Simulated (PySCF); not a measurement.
## Ho²⁺ (holmium, charge +2) across methods

[Xe] 4f10 6p1, one real determinant (an excited configuration). All numbers are calculated (PySCF 2.14, the spin-free X2C one-electron Hamiltonian (Gaussian nucleus), in cc-pVDZ-X2C (8s7p5d3f1g, 84 functions)).

| method | E (hartree) | mean ε 4f α (eV) | mean ε 4f β (eV) | mean ε 6p α (eV) | Σ⟨r²⟩ (bohr²) | ⟨S²⟩ |
| --- | --- | --- | --- | --- | --- | --- |
| TPSSh | -12614.55 | -29.811 | -27.246 | -13.395 | 50.73 | 8.752 |
| LDA | -12606.03 | -28.840 | -25.933 | -13.238 | 50.40 | 8.751 |
| MN15 | -12623.56 | -33.259 | -29.119 | -13.590 | 50.75 | 8.753 |
| PBE | -12614.81 | -28.554 | -25.947 | -13.276 | 50.59 | 8.751 |
| UHF | -12610.51638 | -41.699 | -37.282 | -14.659 | 51.94 | 8.754 |
| PBE0 | -12614.67 | -32.069 | -29.054 | -13.732 | 50.74 | 8.752 |
| r2SCAN | -12615.05 | -28.898 | -26.293 | -13.281 | 50.54 | 8.753 |

Estimate the same row for r2SCANh.

E (hartree) = -12614.98; mean ε 4f α (eV) = -30.275; mean ε 4f β (eV) = -27.503; mean ε 6p α (eV) = -13.455; Σ⟨r²⟩ (bohr²) = 50.59; ⟨S²⟩ = 8.753.

⟨L²⟩ = 36.01 against 56 for a pure K term, so this real determinant mixes terms. Spin-orbit coupling, absent here, splits the open shell strongly.
